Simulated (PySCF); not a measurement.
Species: Si₄H₁₀.
Z-matrix (Å and degrees, PBE0-D3(BJ)/def2-SVP geometry), rows numbered from 1:
```
Si
Si  1  2.3452
Si  2  2.3452  1  109.42
Si  2  2.3440  1  108.44  3  -118.95
H   1  1.4952  2  111.04  3   -61.02
H   1  1.4959  2  108.71  3    58.61
H   1  1.4955  2  110.52  3   177.88
H   2  1.4992  1  109.93  3   120.57
H   3  1.4954  2  110.64  1    62.15
H   3  1.4956  2  108.91  1   -57.40
H   3  1.4955  2  110.73  1  -176.95
H   4  1.4954  2  110.93  1  -177.94
H   4  1.4956  2  110.80  1   -56.75
H   4  1.4959  2  108.58  1    62.57
```

Method used: delta-SCF UKS SCAN, pcX-2 on the ionised atom, pcseg-1 elsewhere, spin-free X2C (PySCF). The ground state was rerun for each ionised atom, in the same mixed basis as its hole state.

```tsv
ionised atom	basis functions	E(ground) (Eh)	E(ionised) (Eh)
Si1	164	-1166.30957	-1098.46457
Si2	164	-1166.30855	-1098.48431
```

Problem. What are the 1s binding energies?

Solution. E(ionised) − E(ground), at 27.2114 eV a hartree:

```
atom   environment  difference (Eh)  binding energy (eV)
 Si1  SiH3 silicon         67.84500              1846.16
 Si2   SiH silicon         67.82424              1845.59
```

Only 1s holes are shown. One atom of each set of topologically equivalent atoms was ionised and stands for the set; in this conformer not all members are related by symmetry, and their own values weren't computed. Isolated species at its PBE0-D3(BJ)/def2-SVP geometry, gas phase.
